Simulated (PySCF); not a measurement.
C4H9NaO, triplet, at the geometry of the source list (a higher spin typed on purpose: for a closed-shell molecule this is an excited state) (in this run its highest filled SCF level lies above zero, so its values depend strongly on the basis, on diffuse functions most of all); PySCF with SCAN/STO-3G.

The PySCF input:
```python
from pyscf import gto, scf, dft

mol = gto.Mole()
mol.atom = '''
    Na    1.755400    2.127100    1.421100
    O     0.339800    0.983300    1.230900
    C    -0.003200    0.131900    0.224600
    C     1.092500   -0.929600   -0.011600
    C    -1.314400   -0.603600    0.590100
    C    -0.232300    0.890900   -1.100100
    H     0.795500   -1.642700   -0.776300
    H     1.278700   -1.461000    0.918800
    H     2.017700   -0.434700   -0.323600
    H    -1.167200   -1.152600    1.515600
    H    -1.612600   -1.291200   -0.196900
    H    -2.099900    0.129200    0.749200
    H     0.699200    1.377200   -1.406900
    H    -0.989500    1.655900   -0.944800
    H    -0.559900    0.220000   -1.890000
'''
mol.basis = 'sto-3g'
mol.charge = 0
mol.spin = 2
mol.verbose = 4
mol.build()

mf = dft.UKS(mol)
mf.xc = 'scan'
mf.kernel()
```

Question: Write the output that PySCF gives for this input, abridged.

Answer: 
```
PySCF version 2.14.0

[INPUT] verbose = 4
[INPUT] num. atoms = 15
[INPUT] num. electrons = 52
[INPUT] charge = 0
[INPUT] spin (= nelec alpha-beta = 2S) = 2
[INPUT] symmetry False subgroup None
[INPUT] Mole.unit = angstrom
[INPUT] Symbol           X                Y                Z      unit          X                Y                Z       unit  Magmom
[...]
nuclear repulsion = 268.987731950242
number of shells = 29
number of NR pGTOs = 129
number of NR cGTOs = 43
basis = sto-3g
ecp = {}

******** <class 'pyscf.dft.uks.UKS'> ********
method = UKS
initial guess = minao
damping factor = 0
level_shift factor = 0
DIIS = <class 'pyscf.scf.diis.CDIIS'>
diis_start_cycle = 1
diis_space = 8
diis_damp = 0
SCF conv_tol = 1e-09
SCF conv_tol_grad = None
SCF max_cycles = 50
direct_scf = True
direct_scf_tol = 1e-13
number electrons alpha = 27  beta = 25
XC library pyscf.dft.libxc version 7.1.2
    S. Lehtola, C. Steigemann, M. J. T. Oliveira, and M. A. L. Marques,  SoftwareX 7, 1–5 (2018)
XC functionals = scan
    J. Sun, A. Ruzsinszky, and J. P. Perdew,  Phys. Rev. Lett. 115, 036402 (2015)
    J. Sun, A. Ruzsinszky, and J. P. Perdew,  Phys. Rev. Lett. 115, 036402 (2015)
radial grids:
    Treutler-Ahlrichs [JCP 102, 346 (1995); DOI:10.1063/1.469408] (M4) radial grids

becke partition: Becke, JCP 88, 2547 (1988); DOI:10.1063/1.454033
pruning grids: <function nwchem_prune>
grids dens level: 3
symmetrized grids: False
atomic radii adjust function: <function treutler_atomic_radii_adjust>
small_rho_cutoff = 0
Set gradient conv threshold to 3.16228e-05
tot grids = 176928
init E= -390.387912320387

cycle= 1 E= -389.738690377814  delta_E= 0.649  |g|= 0.538  |ddm|= 3.52

cycle= 2 E= -387.935190018083  delta_E=  1.8  |g|= 1.91  |ddm|= 4.39

cycle= 3 E= -389.948255447888  delta_E= -2.01  |g|= 0.373  |ddm|= 3.79

cycle= 4 E= -389.946623046708  delta_E= 0.00163  |g|= 0.301  |ddm|= 2.18

cycle= 5 E= -390.042495665782  delta_E= -0.0959  |g|= 0.0734  |ddm|= 1.88

cycle= 6 E= -390.046485977296  delta_E= -0.00399  |g|= 0.0303  |ddm|= 0.363

cycle= 7 E= -390.047083934079  delta_E= -0.000598  |g|= 0.0039  |ddm|= 0.0764

cycle= 8 E= -390.047095658899  delta_E= -1.17e-05  |g|= 0.00174  |ddm|= 0.0133

cycle= 9 E= -390.047098267377  delta_E= -2.61e-06  |g|= 0.000549  |ddm|= 0.00497

cycle= 10 E= -390.04709863978  delta_E= -3.72e-07  |g|= 0.000288  |ddm|= 0.00303

cycle= 11 E= -390.047098775166  delta_E= -1.35e-07  |g|= 8.67e-05  |ddm|= 0.00135

cycle= 12 E= -390.047098825427  delta_E= -5.03e-08  |g|= 5.2e-05  |ddm|= 0.00106

cycle= 13 E= -390.047098851943  delta_E= -2.65e-08  |g|= 3.95e-05  |ddm|= 0.000706

cycle= 14 E= -390.047098882809  delta_E= -3.09e-08  |g|= 2.34e-05  |ddm|= 0.001

cycle= 15 E= -390.047098900435  delta_E= -1.76e-08  |g|= 1.53e-05  |ddm|= 0.000979

cycle= 16 E= -390.04709890528  delta_E= -4.84e-09  |g|= 8.21e-06  |ddm|= 0.000559

cycle= 17 E= -390.047098906321  delta_E= -1.04e-09  |g|= 3.03e-06  |ddm|= 0.000359

cycle= 18 E= -390.047098906344  delta_E= -2.32e-11  |g|= 1.16e-06  |ddm|= 4.18e-05

Extra cycle  E= -390.047098906343  delta_E= 1.71e-12  |g|= 1.42e-06  |ddm|= 9.3e-06
converged SCF energy = -390.047098906343  <S^2> = 2.0029323  2S+1 = 3.0019542
```
